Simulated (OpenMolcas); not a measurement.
**Au4+: moving or changing the point charges**

Au4+ among 6 point charges of -1.7 e arranged as an octahedron (Oh), 2.04 Å from the ion.

* Program: OpenMolcas
* Method: CASSCF
* Basis: ANO-RCC-VDZP [7s6p4d2f]
* Scalar Hamiltonian: DKH2, point nucleus
* Active space: 7 electrons in 5 orbitals (5d)
* State averaging: 2S+1 = 4 even, 10 roots; 2S+1 = 2 even, 40 roots
* Spin-orbit coupling: state interaction with AMFI integrals over the reference wave functions

Runs around this geometry, states (labels of O, the rotations of Oh). Energies in cm-1 above the lowest state or level, χT in cm3 K/mol; under a threefold ground state the first gap can be a small split of the lowest multiplet, not the spin-orbit step; 10Dq and B are least-squares fits to the states below 45000 cm-1, weighted by degeneracy, with a free offset, and given where the rms deviation is under 5 % of |10Dq| (or 100 cm-1) and under 700 cm-1.

| R (Å) | q (e) | Ground state | First state of that spin | 10Dq | B (rms of fit) | First gap with spin-orbit (degeneracies) | χT at 300 K | First state of another spin |
| --- | --- | --- | --- | --- | --- | --- | --- | --- |
| 2.04 | -0.85 | 4T1 | 4T2 2667 | 3092 | 966 (50) | 526.0 (2, 4) | 4.102 | 2E 15300 |
| 1.86 | -1.7 | 4T1 | 4T2 8652 | 9533 | 962 (165) | 988.5 (2, 4) | 3.261 | 2E 9794 |
| 2.04 | -1.7 | 4T1 | 4T2 5479 | 6168 | 964 (107) | 871.5 (2, 4) | 3.503 | 2E 12835 |
| 2.14 | -1.7 | 4T1 | 4T2 4318 | 4904 | 965 (84) | 755.1 (2, 4) | 3.684 | 2E 13915 |

Taking |10Dq| as R^-n, n = -ln(4904 / 9533) / ln(2.14 / 1.86) = 4.7 between the shortest and longest distance. The point-charge formula for a cubic d site gives n = 5.

Scaling the charges by -0.85 / -1.7 = 0.50 scales |10Dq| by 3092 / 6168 = 0.50; with fixed orbitals a first-order splitting would follow the charge.

An orbital triplet at a regular site is open to Jahn-Teller coupling, which can distort the site and quench the lowest spin-orbit gaps and is left out. Without dynamic correlation the repulsion within the d shell is too large (B by tens of per cent), so at a given field states of lower spin stand too high. Point charges give a weaker field than real ligands, and real ions of this kind are as a rule low spin; the high spin found here belongs to the model. This field is weak: 10Dq is about 3092 cm-1, while octahedral complexes of 5d ions of charge 3 and more, computed by the same method with explicit ligands, had a median near 35000 cm-1. Ground spin and moment need not be those of a real site (figures for R = 2.04, q = -0.85; the like holds for R = 1.86, q = -1.7, R = 2.04, q = -1.7, R = 2.14, q = -1.7). This shell can be high or low spin here, a state of another spin lies low, and with metal d orbitals alone active their balance is uncertain, so the ground spin may be wrong (holds for R = 1.86, q = -1.7; R = 2.04, q = -1.7; R = 2.14, q = -1.7). Point charges carry no covalency, so the field is a model and not that of real ligands. No measured value stands beside these numbers.
